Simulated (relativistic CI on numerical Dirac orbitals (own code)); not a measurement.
Sensitivity of the levels of Yb XXXVII to α and to the nuclear radius

Computed by Dirac-Coulomb-Breit CI, KLI orbitals optimised for each configuration, derivatives by finite differences, unscaled Slater integrals, QED left out (own radial code, finite nucleus).

CI space (outside the closed core [Ar] 3d10): 4s2 4p4, 4s 4p5, 4s2 4p3 4d, 4p6, 4s 4p4 4d, 4s2 4p3 4f. Double excitations out of closed p, d and f shells are left out; levels of such configurations are missing from the list, as are those of other unlisted configurations, and high levels can miss mixing partners.

With x = (α/α₀)² − 1 an excitation energy changes as ω = ω₀ + qx; K = 2q/ω₀ is the relative enhancement. Terms are leading LS components, so labels can repeat. The field-shift factor is F = δν/δ⟨r²⟩ for the transition from the lowest level.

Lowest level 4s2 4p4 3P_2.

| Level | ω₀ (cm⁻¹) | q (cm⁻¹) | K | F (GHz/fm²) |
| --- | --- | --- | --- | --- |
| 4s2 4p4 1S_0 | 75077 | 5132 | 0.137 | -1.55 |
| 4s2 4p4 3P_1 | 544406 | 663600 | 2.44 | -72.6 |
| 4s2 4p4 1D_2 | 579785 | 662000 | 2.28 | -72.5 |
| 4s2 4p3 4d 3F°_2 | 1133648 | 63600 | 0.112 | -30.9 |
| 4s2 4p3 4d 5D°_1 | 1149079 | 99370 | 0.173 | -88.9 |
| 4s2 4p4 3P_0 | 1155856 | 1.324e+06 | 2.29 | -153 |
| 4s2 4p3 4d 3P°_0 | 1159072 | 46190 | 0.0797 | 13.1 |
| 4s2 4p3 4d 3F°_3 | 1163728 | 49920 | 0.0858 | 13.8 |
| 4s 4p5 3P°_2 | 1223018 | 456300 | 0.746 | -629 |
| 4s2 4p3 4d 3F°_4 | 1266314 | 162800 | 0.257 | 16.1 |
| 4s2 4p3 4d 3P°_1 | 1364729 | 446100 | 0.654 | -524 |
| 4s 4p5 3P°_2 | 1373887 | 465800 | 0.678 | -552 |
| 4s2 4p3 4d 3D°_3 | 1374320 | 190500 | 0.277 | 11.3 |
| 4s2 4p3 4d 3D°_1 | 1449493 | 466500 | 0.644 | -524 |
| 4s2 4p3 4d 5D°_0 | 1646127 | 743300 | 0.903 | -154 |
| 4s2 4p3 4d 3D°_1 | 1648596 | 715400 | 0.868 | -111 |
| 4s2 4p3 4d 3F°_2 | 1650707 | 697800 | 0.846 | -57.1 |
| 4s2 4p3 4d 3F°_3 | 1678139 | 703500 | 0.838 | -56.8 |
| 4s2 4p3 4d 3G°_4 | 1713943 | 699700 | 0.816 | -56.9 |
| 4s2 4p3 4d 3F°_2 | 1755941 | 703100 | 0.801 | -61.2 |
| 4s2 4p3 4d 3D°_3 | 1766051 | 817500 | 0.926 | -54.9 |
| 4s 4p5 3P°_0 | 1766921 | 1.066e+06 | 1.21 | -598 |
| 4s2 4p3 4d 5D°_4 | 1771790 | 812300 | 0.917 | -54 |

At this charge energies of transitions that change n are usually good to better than 1 %, and those within a shell (Δn = 0) to a few per cent.
